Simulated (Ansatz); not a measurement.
Reaction (formal exchange of groups at a B–C bond): `B/C(O)=C(\O)F` + `C[SiH2]BO` → `BC[SiH2]BO` + `O/C=C(\O)F`

Isolated molecules relaxed with PBE0-D4/def2-TZVP in Ansatz; ΔE leaves out vibrations. CCSD(T)/CBS is the MP2 limit (def2-TZVPP, def2-QZVPP) plus CCSD(T) − MP2 in def2-TZVPP, frozen cores. Double bonds are as drawn, so ΔE can hold a change between cis and trans. Functionals use def2-TZVPP. One conformer a species, not always the lowest.

`B/C(O)=C(\O)F`:

```xyz
10

B    -0.408    0.306    1.191
C     0.347   -0.338    0.077
O     1.330   -1.291    0.227
C     0.078    0.012   -1.217
O    -0.801    0.885   -1.652
F     0.717   -0.530   -2.216
H    -0.191    0.018    2.332
H    -1.254    1.133    0.966
H     1.429   -1.452    1.168
H    -1.247    1.257   -0.874
```

`C[SiH2]BO`:

Cartesian coordinates in Å:
```
C 0.831 -1.468 -0.179
Si -0.754 -0.466 -0.245
B -0.509 1.487 0.239
O 0.727 1.923 0.578
H 1.570 -1.062 -0.874
H 1.264 -1.435 0.823
H 0.653 -2.513 -0.441
H -1.352 -0.545 -1.613
H -1.770 -1.057 0.680
H -1.422 2.275 0.236
H 0.761 2.860 0.794
```

`BC[SiH2]BO`:

```xyz
13

B    -0.675    2.054   -0.080
C     0.086    1.034   -0.925
Si    0.635   -0.010    0.584
B     0.189   -1.975    0.375
O    -0.586   -2.339   -0.668
H    -1.834    1.888    0.178
H    -0.105    2.990    0.406
H     1.001    1.372   -1.413
H    -0.499    0.376   -1.568
H     2.079    0.219    0.863
H    -0.091    0.484    1.801
H     0.577   -2.812    1.149
H    -0.779   -3.281   -0.702
```

`O/C=C(\O)F`:

```xyz
8

O     0.103   -1.035   -1.011
C     0.477    0.195   -0.501
C    -0.202    0.650    0.546
O    -1.170    0.008    1.196
F     0.004    1.846    1.058
H     0.865   -1.622   -1.008
H     1.224    0.788   -1.012
H    -1.301   -0.830    0.732
```

CCSD(T)/CBS gives +0.34 eV.

Question: Another level gave +0.49 eV. Which?
A. PBE-D4/def2-TZVPP
B. PBE0-D4/def2-TZVPP
C. CCSD/def2-TZVPP
D. ωB97M-V/def2-TZVPP

Answer: A. PBE-D4 0.49, ωB97M-V 0.37, CCSD/def2-TZVPP 0.32, PBE0-D4 0.42 eV.

Largest T1 diagnostic among the species: 0.014.

From PBE to PBE0 (25 % exact exchange), in def2-TZVPP and without D4, ΔE moves by −0.07 eV.
